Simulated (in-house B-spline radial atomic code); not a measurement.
Orbital energies and mean radii along the 24-electron series, configuration [Ar] 3d6. The effective charge is n√(-2ε), a non-relativistic measure. Computed with a B-spline radial code for spherical atoms: Dirac-Hartree-Fock, average of the configuration, finite nuclei.

| ion | Z | energy of 2p1/2 (Eh) | mean radius of 2p1/2 (bohr) | energy of 2p3/2 (Eh) | mean radius of 2p3/2 (bohr) | energy of 2s1/2 (Eh) | mean radius of 2s1/2 (bohr) | effective charge of 2p1/2 |
| --- | --- | --- | --- | --- | --- | --- | --- | --- |
| Ru20+ | 44 | -135.76 | 0.12315 | -130.9 | 0.1278 | -145.18 | 0.14447 | 32.956 |
| Rh21+ | 45 | -144.42 | 0.11983 | -139.04 | 0.12457 | -154.13 | 0.14073 | 33.99 |
| Pd22+ | 46 | ? | ? | ? | ? | ? | ? | ? |
| Ag23+ | 47 | -162.62 | 0.11364 | -156.1 | 0.11858 | -172.92 | 0.13374 | 36.068 |
| Cd24+ | 48 | ? | ? | ? | ? | ? | ? | ? |
| In25+ | 49 | -182.02 | 0.10798 | -174.17 | 0.11312 | -192.93 | 0.12733 | 38.159 |
| Sn26+ | 50 | -192.17 | 0.10533 | -183.59 | 0.11056 | -203.39 | 0.12433 | 39.21 |
| Sb27+ | 51 | -202.64 | 0.10278 | -193.27 | 0.10812 | -214.17 | 0.12144 | 40.263 |
| Te28+ | 52 | -213.42 | 0.10034 | -203.2 | 0.10578 | -225.26 | 0.11867 | 41.32 |
| I29+ | 53 | -224.51 | 0.097995 | -213.39 | 0.10353 | -236.68 | 0.116 | 42.38 |
| Xe30+ | 54 | -235.92 | 0.095738 | -223.84 | 0.10138 | -248.41 | 0.11344 | 43.444 |
| Cs31+ | 55 | -247.65 | 0.093565 | -234.54 | 0.099305 | -260.47 | 0.11097 | 44.511 |
| Ba32+ | 56 | -259.71 | 0.091471 | -245.5 | 0.097313 | -272.86 | 0.10858 | 45.582 |
| La33+ | 57 | -272.1 | 0.089451 | -256.72 | 0.095396 | -285.58 | 0.10628 | 46.656 |
| Ce34+ | 58 | ? | ? | ? | ? | ? | ? | ? |
| Pr35+ | 59 | -297.88 | 0.08562 | -279.93 | 0.091771 | -312.04 | 0.10191 | 48.816 |
| Nd36+ | 60 | -311.28 | 0.0838 | -291.92 | 0.090055 | -325.78 | 0.099838 | 49.902 |

Problem. Fill in the row of Pd22+.

Solution. energy of 2p1/2 (Eh): -153.37; mean radius of 2p1/2 (bohr): 0.11666; energy of 2p3/2 (Eh): -147.44; mean radius of 2p3/2 (bohr): 0.12151; energy of 2s1/2 (Eh): -163.38; mean radius of 2s1/2 (bohr): 0.13716; effective charge of 2p1/2: 35.028.

Problem. Fill in the row of Cd24+.

Solution. energy of 2p1/2 (Eh): -172.16; mean radius of 2p1/2 (bohr): 0.11074; energy of 2p3/2 (Eh): -165.01; mean radius of 2p3/2 (bohr): 0.11579; energy of 2s1/2 (Eh): -182.77; mean radius of 2s1/2 (bohr): 0.13047; effective charge of 2p1/2: 37.112.

Problem. Fill in the row of Ce34+.

Solution. energy of 2p1/2 (Eh): -284.82; mean radius of 2p1/2 (bohr): 0.087502; energy of 2p3/2 (Eh): -268.2; mean radius of 2p3/2 (bohr): 0.09355; energy of 2s1/2 (Eh): -298.64; mean radius of 2s1/2 (bohr): 0.10406; effective charge of 2p1/2: 47.734.

Problem. How does the screening of 2p1/2 change?

Solution. Z less the effective charge goes from 11.04 at Z = 44 to 10.10 at Z = 60.
